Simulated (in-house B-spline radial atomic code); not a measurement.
Checks on a self-consistent run for Te⁷⁺, [Ar] (3d3/2)3 (3d5/2)6 4s2 4p6 4d10. Method: Dirac-Hartree-Fock, average of the jj configuration, Fermi nucleus of rms radius 4.7423 fm. Calculated with an all-electron radial atomic-structure program (B-spline basis).

```tsv
orbital	q	ε (Eh)	<1/r>	<r²>	small-component weight
1s1/2	2	-1181.11687	55.5731	0.0010477	0.036623
2s1/2	2	-189.02132	12.9711	0.0168179	0.0078383
2p1/2	2	-176.86732	12.9172	0.0124987	0.0078261
2p3/2	4	-166.83930	11.9554	0.013796	0.0074427
3s1/2	2	-42.66213	4.65954	0.115862	0.0023506
3p1/2	2	-37.53039	4.55615	0.110915	0.002279
3p3/2	4	-35.73600	4.33112	0.118469	0.0021882
3d3/2	3	-27.11269	4.14919	0.102148	0.0020356
3d5/2	6	-26.74546	4.11716	0.101522	0.002031
4s1/2	2	-10.86174	1.85685	0.635218	0.00065448
4p1/2	2	-9.02824	1.75455	0.693763	0.00059967
4p3/2	4	-8.64291	1.68682	0.735308	0.00057366
4d3/2	4	-5.59525	1.48831	0.926326	0.00047224
4d5/2	6	-5.55100	1.45002	0.941832	0.00044501
```

Electron-electron repulsion V_ee = 2324.6778 hartree.

(1) What total energy follows from the eigenvalues?

(2) Does the Dirac virial theorem hold?

(3) What diamagnetic shielding (Lamb formula) and susceptibility (Langevin formula) do the radii give?

Results:

(1) The eigenvalues count the repulsion twice, so E = Σqε - V_ee = -4436.547 - 2324.678 = -6761.225 hartree; the run printed -6761.225.

(2) For a point nucleus E = -2c²Σq·w, with w the small-component weight. Here Σq·w = 0.18001 and c = 137.0360, so the ratio E/(-2c²Σq·w) is 1.000057; the finite nucleus accounts for the departure from 1.

(3) σ = (α²/3)Σq<1/r> = 312.274/(3·137.036²) = 5543 ppm, and χ = -0.79199×10⁻⁶·Σq<r²> = -13.4×10⁻⁶ cm³/mol with Σq<r²> = 16.914 bohr². Both are non-relativistic formulas without the paramagnetism of open shells; for so heavy an element the full relativistic shielding is larger by tens of per cent.
